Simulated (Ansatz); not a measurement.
Born–Oppenheimer molecular dynamics of H$_{4}$Sn (5 atoms, charge 0, multiplicity 1). It starts from a relaxed structure.

Method: RKS PBE/def2-SVP (Ansatz).

```yaml
ensemble: NVE (Milne-controlled integrator)
time_step: 0.5 fs
steps_asked: 500
starting_velocities_drawn_for: 300 K
masses: H 2.014 u
seed: 211230
```

First frame:

```xyz
5
Properties=species:S:1:pos:R:3
Sn 0.001 0.000 0.000
H 0.000 0.000 1.725
H 1.627 0.000 -0.574
H -0.813 1.408 -0.575
H -0.813 -1.408 -0.575
```

How far do the bonds stretch over the last three quarters of this one trajectory? (Pairs bonded in most of those frames.)


```
  bond  mean (Å)  spread (Å)  shortest  longest
Sn1–H2     1.727       0.012      1.71     1.75
Sn1–H3     1.735       0.051      1.66     1.81
Sn1–H4     1.727       0.012      1.70     1.75
Sn1–H5     1.727       0.023      1.69     1.77
```

Mean temperature of the second half: 151 K. The conserved energy stayed within 0.00021 meV per atom of its start (net change 0 meV per atom), so the integration is sound. Over the second half the temperature averaged 0.50 of the 300 K drawn at the start: a run that starts near a minimum puts about half its kinetic energy into the potential. A run of 0.25 ps of so small a system gives no equilibrium averages.

The run took 6.6 min on 1 thread of Arm Neoverse V1 (shared host), peak memory 0.088 GiB.
